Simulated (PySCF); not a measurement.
3,3,3-trifluoro-2-methylprop-1-ene (C4H5F3), SMILES C(F)(F)(C(=C)C)F.

Coordinates come from a PBE0-D3(BJ)/def2-SVP optimisation.

Level of theory: PySCF with ωB97X/def2-TZVP.

Gas-phase values at a fixed geometry.

Problem. Estimate the frontier levels, gap, dipole moment and polarisability. (An estimate is asked for; the answer gives what the named calculation found.)

Solution. 
```
Item                                                                                                            Value
---------------------------------------------------------------------------------------------  ----------------------
highest occupied level                                                                                      -10.53 eV
lowest empty level                                                                                            1.71 eV
orbital gap                                                                                                  12.24 eV
dipole moment                                                                                                  2.31 D
quadrupole, principal values (traceless, Buckingham form, about the centre of nuclear charge)   -3.78, 1.83, 1.95 D·Å
mean static polarisability                                                                       49.4 bohr³ (7.33 Å³)
polarisability, principal values                                                               39.0, 48.4, 60.9 bohr³
```
